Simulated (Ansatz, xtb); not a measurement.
## Relative energy of two isomers of C4H6GeO3

Structure I: `O=CO[C@@H]1[GeH2][CH2]C1=O`, a singlet. Structure II: `C=CC(=O)O[C](=O)[GeH3]`, a singlet. Both are isolated molecules in the gas phase, relaxed with r2SCAN-D4/def2-SVP; the shapes shown needn't be the lowest conformers.

I (Å):

```yaml
atoms:
  - { symbol: C, position_ang: [-1.3969, 1.9857, -2.5415] }
  - { symbol: C, position_ang: [-1.8015, 2.0713, -0.2306] }
  - { symbol: C, position_ang: [-1.3894, 1.0573, 1.8892] }
  - { symbol: C, position_ang: [-2.4318, 1.1104, 0.7732] }
  - { symbol: Ge, position_ang: [-0.0454, 1.3813, 0.4398] }
  - { symbol: O, position_ang: [-0.2027, 2.0711, -2.4122] }
  - { symbol: O, position_ang: [-2.2993, 1.9830, -1.5485] }
  - { symbol: O, position_ang: [-3.3648, 0.3710, 0.5836] }
  - { symbol: H, position_ang: [-1.9298, 1.8931, -3.5100] }
  - { symbol: H, position_ang: [-1.8689, 3.1140, 0.1347] }
  - { symbol: H, position_ang: [0.4215, 0.0838, -0.2130] }
  - { symbol: H, position_ang: [1.0465, 2.4200, 0.6869] }
  - { symbol: H, position_ang: [-1.4287, 0.1403, 2.4916] }
  - { symbol: H, position_ang: [-1.4357, 1.9432, 2.5451] }
```

II (Å):

```yaml
atoms:
  - { symbol: C, position_ang: [-2.0451, -1.7946, 1.3813] }
  - { symbol: C, position_ang: [-1.8595, -0.5461, 0.9326] }
  - { symbol: C, position_ang: [-0.9553, -0.2954, -0.2110] }
  - { symbol: C, position_ang: [0.0984, 1.6796, -1.1913] }
  - { symbol: Ge, position_ang: [-0.5406, 3.4010, -1.9692] }
  - { symbol: O, position_ang: [-0.3406, -1.1096, -0.8380] }
  - { symbol: O, position_ang: [-0.9546, 1.0715, -0.5116] }
  - { symbol: O, position_ang: [1.2051, 1.2365, -1.2371] }
  - { symbol: H, position_ang: [-1.5299, -2.6309, 0.8974] }
  - { symbol: H, position_ang: [-2.7022, -2.0065, 2.2286] }
  - { symbol: H, position_ang: [-2.3507, 0.3216, 1.3827] }
  - { symbol: H, position_ang: [-1.6850, 3.0946, -2.9406] }
  - { symbol: H, position_ang: [-1.0549, 4.2863, -0.8290] }
  - { symbol: H, position_ang: [0.6409, 4.0539, -2.6860] }
```

Quicker runs give these differences E(II) − E(I): GFN2-xTB +2.07 kcal/mol; HF/STO-3G +7.49 kcal/mol (at GFN2-xTB geometries); r2SCAN-D4/def2-SVP//GFN2-xTB −2.88 kcal/mol.

Which of the two would you expect CCSD(T)/def2-SVP + ΔMP2/def2-TZVPP electronic energies to favour?

Too close to call at this level: CCSD(T)/def2-SVP + ΔMP2/def2-TZVPP gives E(II) − E(I) = −1.33 kcal/mol.

How the difference moves with the method:

```json
{"level": "GFN2-xTB", "geometry": "GFN2-xTB", "E(II) − E(I) (kcal/mol)": "+2.07", "departure from the last row (kcal/mol)": "+3.41", "job, with rough time for the two": "optimisation, 0.26 s"}
{"level": "HF/STO-3G", "geometry": "GFN2-xTB", "E(II) − E(I) (kcal/mol)": "+7.49", "departure from the last row (kcal/mol)": "+8.82", "job, with rough time for the two": "single point, 0.52 s"}
{"level": "r2SCAN-D4/def2-SVP//GFN2-xTB", "geometry": "GFN2-xTB", "E(II) − E(I) (kcal/mol)": "−2.88", "departure from the last row (kcal/mol)": "−1.54", "job, with rough time for the two": "single point, 4 s"}
{"level": "r2SCAN-D4/def2-SVP", "geometry": "r2SCAN-D4/def2-SVP", "E(II) − E(I) (kcal/mol)": "−2.45", "departure from the last row (kcal/mol)": "−1.11", "job, with rough time for the two": "optimisation, 86 s"}
{"level": "HF/def2-SVP", "geometry": "r2SCAN-D4/def2-SVP", "E(II) − E(I) (kcal/mol)": "−10.35", "departure from the last row (kcal/mol)": "−9.01", "job, with rough time for the two": "part of the CCSD(T) run"}
{"level": "MP2/def2-SVP", "geometry": "r2SCAN-D4/def2-SVP", "E(II) − E(I) (kcal/mol)": "−3.88", "departure from the last row (kcal/mol)": "−2.54", "job, with rough time for the two": "part of the CCSD(T) run"}
{"level": "CCSD(T)/def2-SVP", "geometry": "r2SCAN-D4/def2-SVP", "E(II) − E(I) (kcal/mol)": "−6.21", "departure from the last row (kcal/mol)": "−4.87", "job, with rough time for the two": "single point"}
{"level": "CCSD(T)/def2-SVP + ΔMP2/def2-TZVPP", "geometry": "r2SCAN-D4/def2-SVP", "E(II) − E(I) (kcal/mol)": "−1.33", "departure from the last row (kcal/mol)": "", "job, with rough time for the two": "single point, 2.3 min"}
```

As drawn, II has 1 C=C, 1 Ge–H in place of 1 C–Ge, 1 C–C, 1 C–H. Structure I has a 4-membered ring, II no ring.

GFN2-xTB, HF/STO-3G put the two in the other order. The largest departure from CCSD(T)/def2-SVP + ΔMP2/def2-TZVPP is that of HF/def2-SVP, 9.01 kcal/mol. The last row adds to CCSD(T) the change of the MP2 difference between the two basis sets, here +4.87 kcal/mol, a large step that makes the value less sure.

With thermal terms from frequencies at re-optimised GFN2-xTB minima (ideal gas, soft modes damped towards free rotors, one conformer each, 298.15 K, 1 atm): the zero-point term adds −2.55 kcal/mol; ΔH is −2.79 and ΔG −5.88 kcal/mol.

The correlated steps freeze 16 core orbitals; the filled d shell of Ge is correlated, in a basis made for valence electrons. Mirror images aren't counted in ΔG. Run with Ansatz 0.2.0, xtb 6.7.1; the last row on 4 threads of Arm Neoverse V2 on a shared host.
